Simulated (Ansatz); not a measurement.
Reaction (cleavage of the In–Si bond): `N[SiH]([SiH3])[InH2]` + `OBF` → `FB[O][InH2]` + `N[SiH2][SiH3]`

Gas-phase electronic energies from Ansatz, PBE0-D4/def2-TZVP geometries. CBS: MP2 limit from def2 TZ/QZ plus the TZ coupled-cluster correction, frozen cores. This one scheme is used for every species. DFT in def2-TZVPP. def2 core potentials past Kr. For In outer-core shells are correlated without core-valence functions, which leaves a few kJ/mol of doubt a bond. Each species was taken in one conformer, which may not be the lowest.

| species | LDA (SPW92) energy (Eh) |
| --- | --- |
| `N[SiH]([SiH3])[InH2]` | -825.57027 |
| `OBF` | -199.85149 |
| `FB[O][InH2]` | -390.26000 |
| `N[SiH2][SiH3]` | -635.16970 |

Q: Work out ΔE.

A: ΔE = (-390.26000) + (-635.16970) − (-825.57027) − (-199.85149) = -0.00794 Eh = -20.8 kJ/mol. CCSD(T)/CBS gives -43.1 kJ/mol.

Largest T1 diagnostic among the species: 0.016.

From BLYP to BHLYP (50 % exact exchange), in def2-TZVPP and without D4, ΔE moves by −3.5 kJ/mol. The D4 term adds +3.5 kJ/mol with B3LYP and +2.3 kJ/mol with PBE0; it sums over pairs of atoms, weighted by their polarisabilities, and B3LYP, whose exchange is more repulsive, gets the larger term. Leaving LDA and LC-ωPBE aside and taking each functional with its dispersion term where it has one, the values, not all of them listed here, spread over 22.0 kJ/mol, from ωB97X-V to HSE06-D4. LDA lies +3.3 kJ/mol from PBE without D4.

B3LYP here is the variant with VWN-RPA as its local correlation; programs differ in this.
